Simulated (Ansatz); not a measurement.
Cost and result for the atomization energy of C2H9NOSn, SMILES `C[O][SnH]([CH3])[NH2]` (14 atoms, 13 bonds).

| atom | x (Å) | y (Å) | z (Å) |
| --- | --- | --- | --- |
| C1 | 0.4859 | -0.4225 | 2.2445 |
| O2 | 0.8519 | -0.7022 | 0.9226 |
| Sn3 | 0.2713 | 0.5052 | -0.5356 |
| C4 | -1.7990 | 0.1620 | -0.8842 |
| N5 | 1.3140 | -0.0076 | -2.1800 |
| H6 | 0.9773 | -1.1435 | 2.9062 |
| H7 | -0.5983 | -0.5093 | 2.4133 |
| H8 | 0.7936 | 0.5834 | 2.5694 |
| H9 | 0.7138 | 2.0886 | -0.0605 |
| H10 | -2.3755 | 0.4095 | 0.0071 |
| H11 | -2.1439 | 0.7763 | -1.7161 |
| H12 | -1.9526 | -0.8899 | -1.1253 |
| H13 | 2.3140 | 0.1085 | -2.0788 |
| H14 | 1.1472 | -0.9586 | -2.4828 |

Charge 0, multiplicity 1. Correlated methods include outer-core shells of Sn, which these sets cover unevenly. Sn takes the def2 core potential. The geometry is a stationary point of PBE0-D4/def2-TZVP. It is one conformer, not always the lowest. Program: Ansatz. All runs use 2 threads of an AMD EPYC 7R13 on a shared host and a share of an NVIDIA H100 80 GB. Times are those of one run each, without the atoms' runs, and a repeat can differ threefold. Electronic energies, without spin–orbit coupling; frozen cores. CCSD(T)/CBS adds CCSD(T) − MP2 in def2-TZVPP to the MP2 limit, and its time is that of the two runs behind it. T1 = 0.012. With those shells the extrapolation isn't a true limit. B3LYP takes the VWN-RPA correlation (the form of Gaussian; ORCA's B3LYP/G).

CCSD(T)/CBS is a level of theory with its own doubt, some kJ/mol a heavy atom from the limit and from the frozen cores, so smaller differences don't rank the functionals.

```tsv
level	functions	wall time	atomization (kcal/mol)	difference from CCSD(T)/CBS	per bond
PBE0-D4/def2-TZVPP	300	1.8 s	1145.0	-11.8	-0.9
PBE-D4/def2-TZVPP (with forces)	300	1.9 s	1166.7	9.9	0.8
B3LYP-D4/def2-TZVPP (with forces)	300	2.1 s	1149.4	-7.4	-0.6
r2SCAN-D4/def2-TZVPP (with forces)	300	2.2 s	1146.7	-10.1	-0.8
B2PLYP/def2-TZVPP	300	2.3 s	1136.3	-20.5	-1.6
ωB97X-V/def2-TZVPP	300	2.4 s	1155.0	-1.8	-0.1
ωB97M-V/def2-TZVPP (with forces)	300	3 s	1151.6	-5.2	-0.4
MP2/def2-QZVPP	580	3.5 s	1150.5	-6.3	-0.5
CCSD(T)/def2-TZVPP	300	5.5 s	1123.5	-33.3	-2.6
CCSD(T)/CBS(def2)	–	9 s	1156.8	0.0	0.0
```

The D4 term adds +10.1 kcal/mol with B3LYP and +5.4 kcal/mol with PBE0; it sums over pairs of atoms, weighted by their polarisabilities, and B3LYP, whose exchange is more repulsive, gets the larger term. In def2-TZVPP, CCSD(T) changes the Hartree–Fock value by +314.8 kcal/mol (the triples alone add +17.1 kcal/mol) and MP2 by +321.9 kcal/mol; breaking electron pairs costs correlation energy, which Hartree–Fock lacks. From PBE to PBE0 (25 % exact exchange), in def2-TZVPP and without D4, the atomization energy moves by −20.8 kcal/mol: exact exchange takes away binding that semilocal exchange gives to molecules.

Spin–orbit coupling would lower the free Sn atoms strongly, and the atomization energy with them, by more than many differences here. For some Ge, Se and Sn compounds the MP2-based and the directly extrapolated limit differ by 10 to 25 kJ/mol.
